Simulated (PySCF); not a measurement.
Ligands exchanged one at a time, B OH-NH2. Isolated molecules, 0 K electronic values unless said otherwise. One relaxed conformer stands for each flexible species; it need not be the lowest. Strings in code marks are SMILES.

All values below come from CAM-B3LYP-D3(BJ)/def2-TZVP run with PySCF. All candidates: neutral, multiplicity 1. Excitations are Tamm–Dancoff values on a coarser integration grid. The basis has no diffuse functions, so Rydberg states are missing or too high.

```yaml
T1 excitation (TDA): 7.56 eV
HOMO: -10.70 eV
S1 excitation (TDA): 7.91 eV
```

Question: Which member has these values?
A. `NB(O)O` (O–B–O–H torsion 0°, O–B–O–H torsion 180°)
B. `NB(N)O` (N–B–O–H torsion 180°)
C. `NB(N)N`
D. `OB(O)O`

Answer: D, `OB(O)O`. The others give `NB(O)O` (O–B–O–H torsion 0°, O–B–O–H torsion 180°): 6.40 eV, -9.07 eV, 6.75 eV; `NB(N)N`: 5.81 eV, -7.99 eV, 6.15 eV; `NB(N)O` (N–B–O–H torsion 180°): 5.92 eV, -8.27 eV, 6.25 eV
